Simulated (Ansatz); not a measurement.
Ideal-gas functions of CH3ClFSc (`[CH3][Sc]([F])[Cl]`) at 500 K and 1 bar, from an Ansatz frequency run at PBE0-D4/def2-TZVP.

Molar mass 114.44 g/mol, point group C1 (symmetry number 1), electronic degeneracy 1, moments of inertia 102.375, 212.311, 311.554 u Å². Harmonic wavenumbers (cm⁻¹, unscaled): 15, 53, 108, 142, 385, 396, 478, 541, 708, 1162, 1414, 1417, 3004, 3078, 3103.

Use S(trans) = R[1.5 ln M + 2.5 ln T − 1.1517]; rotational temperatures θ = 24.2544 K / I; S(rot) = R[ln(√π/σ · √(T³/θAθBθC)) + 1.5]; for each mode x = 1.438777 ν̃/T, S = R[x/(eˣ − 1) − ln(1 − e⁻ˣ)] and H = RT x/(eˣ − 1); 1 cm⁻¹ = 0.0119627 kJ/mol; R = 8.31446 J/(mol·K).

Question: By hand: the entropy, in J/(mol·K).

Answer: Translation 178.7. Rotation: θ = 0.2369, 0.1142, 0.0778 K, giving 120.4. Vibration, mode by mode: 34.45, 23.96, 18.06, 15.81, 7.88, 7.66, 6.29, 5.43, 3.70, 1.32, 0.73, 0.73, 0.01, 0.01, 0.01, in all 126.1. Electronic 0.0. Sum 425.2 J/(mol·K).

Question: By hand: H − E and G − E in kJ/mol, counted from the electronic energy.

Answer: Zero-point energy ½ × 16004 × 0.0119627 = 95.7; thermal vibration 25.4; translation, rotation and pV give 4 RT = 16.6. H − E = 137.7 kJ/mol, and G − E = 137.7 − 500 × 425.2/1000 = -74.9 kJ/mol.

Vibration gives 30 % of the entropy, 92.3 J/(mol·K) of it from the modes under 150 cm⁻¹: soft modes count most, and the harmonic formula is weakest for them. The sum counts one conformer and one mirror image; others add a mixing term.
